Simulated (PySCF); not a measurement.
## Electron correlation in S⁺ (sulfur, charge +1)

[Ne] 3s2 3p3, high-spin 4S determinant. Computed with PySCF 2.14 in aug-cc-pV(T+d)Z with one added diffuse shell each of s, p, d, f type (7s6p5d3f, 71 functions), with the non-relativistic Hamiltonian (point nucleus). Frozen: [Ne]; 5 electrons correlated.

MP2 pair energies summed by pair of shells (mhartree):

```json
{"pair": "3s-3p", "energy": "-59.90", "share (%)": "65.9"}
{"pair": "3p-3p", "energy": "-20.75", "share (%)": "22.8"}
{"pair": "3s-3s", "energy": "-10.20", "share (%)": "11.2"}
```

Total MP2 correlation energy: -90.85 mhartree.

Same-spin part -24.44 and opposite-spin part -66.41 mhartree; SCS-MP2 scales them by 1/3 and 6/5 to -87.84 mhartree.
